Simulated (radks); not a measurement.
Question: These are the eigenvalues of the occupied orbitals of an atom or ion with whole-number occupations (eV). Calculated with a radial shooting solver on a logarithmic mesh with Libxc functionals: non-relativistic Kohn-Sham, PBE, spin-polarised, spherical densities, point nucleus.

orbital  eigenvalue
1s up     -7011.099
1s down   -7002.634
2s up     -1271.206
2s down   -1252.511
2p up     -1184.260
2p down   -1163.746
3d up     -403.1431

Which element is it, and in what charge state? The configuration may be excited. Open shells, if any, are filled with parallel spins first.

Answer: Z = 25, manganese, charge +15: Mn15+ in [He] 2s2 2p4 3d2. The list shows which subshells hold electrons but not how many an open one holds; the 1s level, -257.65 hartree, gives Z - s = 22.7 by -(Z - s)^2/2, which with screening narrows Z to a few neighbours, and the depths of the outer levels then fix element, charge and occupations together.
